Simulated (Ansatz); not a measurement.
`[O]=[Mo](=[O])([F])[Cl]` + H₂O → `[O]=[Mo](=[O])([OH])[F]` + HCl at 400 K and 1 bar (formal hydrolysis of a Mo–Cl bond).

Calculated with Ansatz (gas phase, PBE0-D4/def2-TZVP geometries, no zero-point term in ΔE). CCSD(T)/CBS is the MP2 limit (def2-TZVPP, def2-QZVPP) plus CCSD(T) − MP2 in def2-TZVPP, frozen cores. This one scheme is used for every species. Elements past krypton have def2 core potentials. For Mo outer-core shells are correlated without core-valence functions, which leaves a few kJ/mol of doubt a bond. Each species was taken in one conformer, which may not be the lowest.

```json
{"species": "`[O]=[Mo](=[O])([F])[Cl]`", "CCSD(T)/CBS energy (Eh)": "-778.22574", "H − E (kJ/mol)": "53.6", "S (J/(mol·K))": "357.3"}
{"species": "H₂O", "CCSD(T)/CBS energy (Eh)": "-76.37941", "H − E (kJ/mol)": "69.8", "S (J/(mol·K))": "198.6"}
{"species": "`[O]=[Mo](=[O])([OH])[F]`", "CCSD(T)/CBS energy (Eh)": "-394.21125", "H − E (kJ/mol)": "86.3", "S (J/(mol·K))": "355.6"}
{"species": "HCl", "CCSD(T)/CBS energy (Eh)": "-460.38127", "H − E (kJ/mol)": "29.6", "S (J/(mol·K))": "195.4"}
```

H − E and S are ideal-gas, rigid-rotor, harmonic terms from PBE0-D4/def2-TZVP, for one conformer and one mirror image of each species. 1 Eh = 2625.50 kJ/mol, R = 8.31446 J/(mol·K).

Question: By hand: ΔE, ΔH, ΔS and ΔG.

Answer: ΔE = (-394.21125) + (-460.38127) − (-778.22574) − (-76.37941) = 0.01263 Eh = 33.2 kJ/mol. Δ(H − E) = 86.3 + 29.6 − 53.6 − 69.8 = -7.5, so ΔH = 25.7 kJ/mol. ΔS = 355.6 + 195.4 − 357.3 − 198.6 = -4.9 J/(mol·K). ΔG = 25.7 − 400 × (-4.9)/1000 = 27.7 kJ/mol.

Question: By hand: the equilibrium constant, and the temperature at which ΔG would vanish if ΔH and ΔS stayed fixed.

Answer: log₁₀ K = −ΔG/(RT ln 10) = -3.6. ΔH and −TΔS have one sign here, so there is no such temperature.

The number of gas molecules stays the same, so ΔS is small and ΔH decides. A doubt of 5 kJ/mol in ΔE shifts log₁₀ K by 0.7 here. Other conformers and mirror images would add mixing entropy, several J/(mol·K) or more a flexible species. These are equilibria of isolated gas molecules and say nothing of rates. Largest T1 diagnostic: 0.025 (customary marks: 0.02 for closed shells, 0.045 for open ones).

ΔS is within the doubt of such terms, so its sign, and with it that verdict, could turn.
